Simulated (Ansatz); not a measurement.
`C[CH2][Mg][F]` + dimethylamine → `C[N](C)[Mg][F]` + ethane at 500 K and 1 bar (ligand exchange at a Mg–C bond).

Program: Ansatz. Geometries: PBE0-D4/def2-TZVP. ΔE: electronic, gas phase. CCSD(T)/CBS adds triple-zeta CCSD(T) − MP2 to the extrapolated MP2 energy (def2 sets, frozen cores). This one scheme is used for every species. For Mg outer-core shells are correlated without core-valence functions, which leaves a few kJ/mol of doubt a bond. Each species was taken in one conformer, which may not be the lowest.

| species | CCSD(T)/CBS energy (Eh) | H − E (kJ/mol) | S (J/(mol·K)) |
| --- | --- | --- | --- |
| `C[CH2][Mg][F]` | -378.86278 | 211.4 | 374.4 |
| `CNC` | -135.00321 | 273.8 | 313.8 |
| `C[N](C)[Mg][F]` | -434.17400 | 263.5 | 406.4 |
| `CC` | -79.71954 | 220.5 | 259.9 |

H − E and S are ideal-gas, rigid-rotor, harmonic terms from PBE0-D4/def2-TZVP, for one conformer and one mirror image of each species. 1 Eh = 2625.50 kJ/mol, R = 8.31446 J/(mol·K).

Q: By hand: ΔE, ΔH, ΔS and ΔG.

A: ΔE = (-434.17400) + (-79.71954) − (-378.86278) − (-135.00321) = -0.02755 Eh = -72.3 kJ/mol. Δ(H − E) = 263.5 + 220.5 − 211.4 − 273.8 = -1.2, so ΔH = -73.5 kJ/mol. ΔS = 406.4 + 259.9 − 374.4 − 313.8 = -21.9 J/(mol·K). ΔG = -73.5 − 500 × (-21.9)/1000 = -62.5 kJ/mol.

Q: By hand: the equilibrium constant, and the temperature at which ΔG would vanish if ΔH and ΔS stayed fixed.

A: log₁₀ K = −ΔG/(RT ln 10) = 6.5. ΔG = 0 at ΔH/ΔS = 3356 K, far beyond where these terms or the molecules hold.

ΔH outweighs TΔS. A doubt of 5 kJ/mol in ΔE shifts log₁₀ K by 0.5 here. Other conformers and mirror images would add mixing entropy, several J/(mol·K) or more a flexible species. These are equilibria of isolated gas molecules and say nothing of rates. Largest T1 diagnostic: 0.011 (customary marks: 0.02 for closed shells, 0.045 for open ones).
